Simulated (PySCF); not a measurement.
# `InChI=1S/C3H7B2FO/c4-7-5-2-1-3(2)6/h2-3,5H,1,4H2/t2-,3+/m0/s1`

Molfile (atoms numbered from 1):
```
C3H7B2FO
     RDKit          3D

 14 14  0  0  0  0  0  0  0  0999 V2000
    3.0699    0.1152   -0.1797 B   0  0  0  0  0  0  0  0  0  0  0  0
    1.8410   -0.2958   -0.2029 O   0  0  0  0  0  0  0  0  0  0  0  0
    0.6008   -0.6848   -0.2278 B   0  0  0  0  0  0  0  0  0  0  0  0
   -0.5558    0.3906   -0.2886 C   0  0  1  0  0  0  0  0  0  0  0  0
   -1.8672    0.0692   -0.9851 C   0  0  0  0  0  0  0  0  0  0  0  0
   -1.8298    0.1995    0.4911 C   0  0  1  0  0  0  0  0  0  0  0  0
   -1.9802   -0.9286    1.2440 F   0  0  0  0  0  0  0  0  0  0  0  0
    3.5950    0.3219    0.8566 H   0  0  0  0  0  0  0  0  0  0  0  0
    3.6490    0.2730   -1.1961 H   0  0  0  0  0  0  0  0  0  0  0  0
    0.3515   -1.8367   -0.2077 H   0  0  0  0  0  0  0  0  0  0  0  0
   -0.2433    1.4280   -0.3561 H   0  0  0  0  0  0  0  0  0  0  0  0
   -2.3593    0.8392   -1.5589 H   0  0  0  0  0  0  0  0  0  0  0  0
   -1.9764   -0.9263   -1.3858 H   0  0  0  0  0  0  0  0  0  0  0  0
   -2.2960    1.0350    0.9999 H   0  0  0  0  0  0  0  0  0  0  0  0
  1  2  1  0
  2  3  1  0
  3  4  1  0
  4  5  1  0
  5  6  1  0
  6  7  1  0
  6  4  1  0
  1  8  1  0
  1  9  1  0
  3 10  1  0
  4 11  1  6
  5 12  1  0
  5 13  1  0
  6 14  1  1
M  END
```

Theory: PySCF 2.14.0, TDDFT PBE0/aug-cc-pVDZ circular dichroism and optical rotation, one conformer, gas phase. Geometry: GFN2-xTB.

The molecule is flexible and this is one conformer; a measurement averages over conformers.

Task: Draw the ECD and absorption spectra from the lowest 12 states, each a Gaussian of half-width 0.25 eV at 1/e height.

Result: 
| E (eV) | λ (nm) | Δε (L mol⁻¹ cm⁻¹) | ε (L mol⁻¹ cm⁻¹) |
| --- | --- | --- | --- |
| 5.50 | 225 | -0.35 | 2.17 |
| 5.65 | 219 | -2.69 | 17.4 |
| 5.80 | 214 | -10.39 | 78.7 |
| 5.95 | 208 | -21.63 | 265 |
| 6.10 | 203 | -30.75 | 789 |
| 6.25 | 198 | -35.15 | 1720 |
| 6.40 | 194 | -15.30 | 2910 |
| 6.55 | 189 | +38.81 | 5310 |
| 6.70 | 185 | +83.50 | 10200 |
| 6.85 | 181 | +59.85 | 16900 |
| 7.00 | 177 | -10.80 | 22000 |
| 7.15 | 173 | -49.29 | 21600 |
| 7.30 | 170 | -37.15 | 15900 |
| 7.45 | 166 | -0.20 | 9580 |
| 7.60 | 163 | +28.20 | 6620 |

Δε uses R in velocity form, ε uses f in length form. Only the states computed contribute, so the short-wavelength end is incomplete.
